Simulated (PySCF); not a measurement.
C₄H₆ClN₂Pd, SMILES CC#[N]->[Pd]([Cl])<-[N]#CC (connectivity only; charge and spin as stated), neutral, multiplicity 2.

Geometry: PBE0-D3(BJ)/def2-SVP. The multiplicity is an assumed one; other spin states were not compared. The isomer is the one that the SMILES or the coordinates give; other isomers of the formula were not compared. The def2 effective core potentials stand for the cores of Pd; spin–orbit coupling is left out.

Method: PBE0-D3(BJ)/def2-SVP (PySCF 2.14.0).

Frequencies are harmonic and unscaled.

A small imaginary wavenumber (i) marks a very flat motion, where grid noise or a shallow saddle decides the sign.

Q: Give all harmonic wavenumbers and intensities. (An estimate is asked for; the answer gives what the named calculation found.)

A: 
| mode | ν (cm⁻¹) | IR (km/mol) | moving atoms (share of kinetic energy) |
|---|---|---|---|
| 1 | 10i | 0.0 | H 99 % |
| 2 | 36 | 2.0 | C 54 %, Pd 16 %, H 15 %, N 11 % |
| 3 | 38 | 8.3 | N 38 %, C 36 %, H 16 % |
| 4 | 58 | 1.3 | Cl 31 %, N 22 %, C 19 %, Pd 18 %, H 9 % |
| 5 | 68 | 11.8 | N 37 %, C 34 %, H 13 %, Pd 9 % |
| 6 | 119 | 0.1 | H 98 % |
| 7 | 123 | 17.8 | Cl 48 %, C 28 %, H 10 %, N 9 % |
| 8 | 153 | 6.6 | N 47 %, C 29 %, Pd 18 % |
| 9 | 179 | 4.8 | N 39 %, C 26 %, Pd 18 %, H 10 % |
| 10 | 189 | 6.6 | N 40 %, C 30 %, Pd 12 %, H 10 % |
| 11 | 255 | 17.9 | C 43 %, Cl 25 %, N 21 % |
| 12 | 344 | 19.2 | Cl 55 %, Pd 36 % |
| 13 | 372 | 4.8 | C 59 %, H 22 %, N 19 % |
| 14 | 383 | 0.6 | C 56 %, N 22 %, H 22 % |
| 15 | 411 | 0.5 | C 45 %, N 39 %, H 15 % |
| 16 | 418 | 0.9 | C 43 %, N 41 %, H 15 % |
| 17 | 967 | 1.9 | C 52 %, N 28 %, H 20 % |
| 18 | 988 | 9.3 | C 51 %, N 30 %, H 19 % |
| 19 | 1020 | 11.5 | H 65 %, C 34 % |
| 20 | 1031 | 6.2 | H 66 %, C 33 % |
| 21 | 1032 | 6.2 | H 66 %, C 33 % |
| 22 | 1048 | 2.6 | H 66 %, C 34 % |
| 23 | 1360 | 20.2 | H 76 %, C 23 % |
| 24 | 1381 | 0.2 | H 76 %, C 24 % |
| 25 | 1425 | 6.5 | H 95 % |
| 26 | 1434 | 14.6 | H 97 % |
| 27 | 1434 | 14.6 | H 97 % |
| 28 | 1440 | 10.5 | H 97 % |
| 29 | 2386 | 40.4 | C 63 %, N 37 % |
| 30 | 2431 | 21.1 | C 61 %, N 39 % |
| 31 | 3048 | 22.7 | H 97 % |
| 32 | 3071 | 0.9 | H 97 % |
| 33 | 3160 | 13.6 | H 91 %, C 9 % |
| 34 | 3178 | 1.6 | H 90 %, C 10 % |
| 35 | 3179 | 1.7 | H 90 %, C 10 % |
| 36 | 3188 | 0.3 | H 90 %, C 10 % |
